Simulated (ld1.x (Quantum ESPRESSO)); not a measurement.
**PBE TM semilocal dataset for Ce (Z = 58), scalar-relativistic all-electron reference.**

Input for ld1.x (Quantum ESPRESSO) 7.5:

```
&input
   title='Ce', zed=58., rel=1, dft='PBE', iswitch=3,
   config='[Xe] 4f1 5d1 6s2 6p0',
   nld=4, rlderiv=4.55, eminld=-2.0, emaxld=5.0, deld=0.02
 /
 &inputp
   pseudotype=1, tm=.true., lloc=1,
   nlcc=.true., rcore=0.55,
   file_pseudopw='Ce.pp', file_wfcaegen='ae.wfc', file_wfcncgen='nc.wfc'
 /
4
6S  1  0   2.00   0.00  2.90  2.90  0.0
5D  3  2   1.00   0.00  3.35  3.35  0.0
4F  4  3   1.00   0.00  0.80  0.80  0.0
6P  2  1   0.00   0.00  4.20  4.20  0.0
 &test
   configts(1)='4f1 5d1 6s2 6p0'
 /
```

Command:

```bash
ld1.x < Ce.in > Ce.out
```

Output (shortened: banner, matrices, multipoles, cross overlaps and the repeated all-electron block are left out):

```
Program LD1 v.7.5
     --------------------------- All-electron run ----------------------------

     Ce
     scalar relativistic calculation

     atomic number is 58.00
     dft =PBE   lsd =0 sic =0 latt =0  beta=0.20 tr2=1.0E-14
     Exchange-correlation= PBE
                           (   1   4   3   4   0   0   0)
     mesh =1255 r(mesh) = 100.94310 a.u. xmin = -7.00 dx = 0.01250
     1 Ry =  13.60569312 eV, c = 137.03599908

     n l     nl                  e(Ry)          e(Ha)          e(eV)
     1 0     1S 1( 2.00)     -2959.8822     -1479.9411    -40271.2494
     2 0     2S 1( 2.00)      -473.9186      -236.9593     -6447.9906
     2 1     2P 1( 6.00)      -424.4245      -212.2122     -5774.5890
     3 0     3S 1( 2.00)      -102.0511       -51.0255     -1388.4756
     3 1     3P 1( 6.00)       -86.3125       -43.1563     -1174.3417
     4 0     4S 1( 2.00)       -20.6496       -10.3248      -280.9523
     4 1     4P 1( 6.00)       -15.5126        -7.7563      -211.0600
     3 2     3D 1(10.00)       -63.9638       -31.9819      -870.2723
     5 0     5S 1( 2.00)        -2.9833        -1.4916       -40.5896
     5 1     5P 1( 6.00)        -1.7070        -0.8535       -23.2249
     4 2     4D 1(10.00)        -8.1205        -4.0602      -110.4850
     4 3     4F 1( 1.00)        -0.3955        -0.1978        -5.3816
     5 2     5D 1( 1.00)        -0.2248        -0.1124        -3.0589
     6 0     6S 1( 2.00)        -0.2752        -0.1376        -3.7445
     6 1     6P 1( 0.00)        -0.0991        -0.0495        -1.3482

     final scf error:  9.3E-15 reached in  34 iterations

     Etot =  -17720.920199 Ry,   -8860.460100 Ha, -241105.402090 eV

     Ekin =   18783.408991 Ry,    9391.704496 Ha,  255561.298541 eV
     Encl =  -42926.196824 Ry,  -21463.098412 Ha, -584040.660919 eV
     Eh   =    6840.264268 Ry,    3420.132134 Ha,   93066.536514 eV
     Exc  =    -418.396635 Ry,    -209.198318 Ha,   -5692.576226 eV

     normalization and overlap integrals

     s(1S/1S) =  1.000000  <r> =   0.0246  <r2> =    0.0008  r(max) =   0.0158
     s(2S/2S) =  1.000000  <r> =   0.1052  <r2> =    0.0131  r(max) =   0.0887
     s(2P/2P) =  1.000000  <r> =   0.0924  <r2> =    0.0104  r(max) =   0.0717
     s(3S/3S) =  1.000000  <r> =   0.2786  <r2> =    0.0887  r(max) =   0.2534
     s(3P/3P) =  1.000000  <r> =   0.2767  <r2> =    0.0887  r(max) =   0.2502
     s(4S/4S) =  1.000000  <r> =   0.6373  <r2> =    0.4581  r(max) =   0.5928
     s(4P/4P) =  1.000000  <r> =   0.6748  <r2> =    0.5175  r(max) =   0.6154
     s(3D/3D) =  1.000000  <r> =   0.2536  <r2> =    0.0758  r(max) =   0.2049
     s(5S/5S) =  1.000000  <r> =   1.5175  <r2> =    2.5863  r(max) =   1.3697
     s(5P/5P) =  1.000000  <r> =   1.7596  <r2> =    3.5093  r(max) =   1.5520
     s(4D/4D) =  1.000000  <r> =   0.7442  <r2> =    0.6422  r(max) =   0.6551
     s(4F/4F) =  1.000000  <r> =   1.1051  <r2> =    1.6272  r(max) =   0.7061
     s(5D/5D) =  1.000000  <r> =   2.9518  <r2> =   10.5529  r(max) =   2.1480
     s(6S/6S) =  1.000000  <r> =   4.3478  <r2> =   21.4049  r(max) =   3.7231
     s(6P/6P) =  1.000000  <r> =   5.9220  <r2> =   40.2248  r(max) =   4.9016

     ------------------------ End of All-electron run ------------------------

     --------------------- Generating NC pseudopotential ---------------------

      Generating local pot.: lloc=1, matching radius rcloc =   4.2000

      Computing core charge for nlcc:

       r > 0.56 : true rho core
       r < 0.56 : rho core = a sin(br)/r    a=  66.19  b=   3.36

      Integrated core pseudo-charge :  29.96

      Wfc   6S  rcut= 2.900  Using Troullier-Martins method

      Wfc   5D  rcut= 3.369  Using Troullier-Martins method

      Wfc   4F  rcut= 0.790  Using Troullier-Martins method

     ------------------- End of pseudopotential generation -------------------

     Computing logarithmic derivative in   4.57601
     Computing logarithmic derivative in   4.57601
     Computing the partial wave expansion
     R is outside the sphere for l=    0 j= 0.00
       no projector for channel:   1
     R is outside the sphere for l=    2 j= 0.00
     R is outside the sphere for l=    3 j= 0.00

     ---------------------- Testing the pseudopotential ----------------------

     Ce
     scalar relativistic calculation

     atomic number is 58.00   valence charge is  4.00
     dft =PBE   lsd =0 sic =0 latt =0  beta=0.20 tr2=1.0E-14
     mesh =1255 r(mesh) = 100.94310 xmin = -7.00 dx = 0.01250

     n l     nl             e AE (Ry)        e PS (Ry)    De AE-PS (Ry)
     4 3     4F   1( 1.00)       -0.39554       -0.39487       -0.00068
     3 2     5D   1( 1.00)       -0.22482       -0.22482        0.00000
     1 0     6S   1( 2.00)       -0.27522       -0.27522       -0.00000
     2 1     6P   1( 0.00)       -0.09909       -0.09909        0.00000

     eps = 1.3E-16  iter =  6

     Etot =  -17720.920199 Ry,   -8860.460100 Ha, -241105.402090 eV
     Etotps =   -77.852909 Ry,     -38.926455 Ha,   -1059.242792 eV

     Ekin =      26.175069 Ry,      13.087534 Ha,     356.129953 eV
     Encl =      -6.269218 Ry,      -3.134609 Ha,     -85.297056 eV
     Ehrt =       4.768428 Ry,       2.384214 Ha,      64.877764 eV
     Ecxc =     -76.131119 Ry,     -38.065559 Ha,   -1035.816642 eV
     (Ecc =     -72.096564 Ry,     -36.048282 Ha,    -980.923728 eV)
     Epseu=     -26.396069 Ry,     -13.198034 Ha,    -359.136812 eV

     ---------------------- End of pseudopotential test ----------------------
```

Generation and configuration tests took about 2.4 s on one core of a shared server CPU.
